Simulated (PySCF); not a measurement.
C₅H₅N₃O.
SMILES with atom numbers: `[CH3:1][C:2](=[O:3])[c:4]1[cH:5][n:6][n:7][cH:8][n:9]1` (hydrogens: H10, H11, H12 on C1; H13 on C5; H14 on C8)

Level of theory: TDDFT CAM-B3LYP/def2-SVPD, vertical, gas phase, core orbitals frozen in the response in PySCF. Geometry: GFN2-xTB, one conformer, isolated molecule. Torsions of this conformer, `[CH3:1][C:2](=[O:3])[c:4]1[cH:5][n:6][n:7][cH:8][n:9]1`: C1–C2–C4–C5 -165°.

Q: Predict the UV-vis stick spectrum at this level.

A: 

```
state  E (eV)  λ (nm)       f   main configurations (H = HOMO, L = LUMO)
   S1    2.83   438.6  0.0047                                  H→L (93%)
   S2    3.65   339.4  0.0013                   H→L+1 (72%), H-1→L (22%)
   S3    3.87   320.6  0.0005                   H-1→L (61%), H→L+1 (22%)
   S4    5.19   238.7   0.045                   H-3→L (45%), H-2→L (39%)
   S5    5.49   225.8   0.107                   H-2→L (42%), H-3→L (40%)
   S6    5.80   213.7  0.0015                                H-4→L (80%)
   S7    5.91   209.7  0.0075               H-1→L+1 (68%), H-3→L+1 (12%)
   S8    6.12   202.4   0.037  H-2→L+1 (43%), H-3→L+1 (14%), H-5→L (11%)
```

Triplets (Tamm–Dancoff): T1 2.20 eV, H→L (85%); T2 3.14 eV, H-1→L (47%), H→L+1 (37%); T3 3.41 eV, H→L+1 (48%), H-1→L (32%).

The lowest singlet comes at 439 nm (273 kJ/mol) in the visible; it is very weak; its leading configuration is HOMO→LUMO (93%). The most intense listed level is S5 at 5.49 eV (226 nm, f = 0.107), 2.66 eV above S1. Löwdin shares by element: HOMO nitrogen 69%, carbon 7% or more (atoms not listed hold the other 24%); LUMO nitrogen 31% or more, carbon 18% or more, oxygen 14% (atoms not listed hold the other 37%). The listed states span 3.30 eV, and the widest gap between neighbours is 1.33 eV (S3 to S4). Of the 8 states listed, 3 reach f = 0.01 and 1 stays under 0.0005. The oscillator strengths of these states sum to 0.205; summed over the whole spectrum of an exact calculation they would give the number of electrons, 64 (Thomas–Reiche–Kuhn). S1 lies in the visible range (380 to 750 nm), at 439 nm, f = 0.0047; light of that wavelength is blue, and its complementary colour is yellow; a Tamm–Dancoff triplet lies at 562 nm, without intensity as long as spin–orbit coupling is left out. Only the lowest 8 singlets were computed, as vertical energies without vibronic structure.
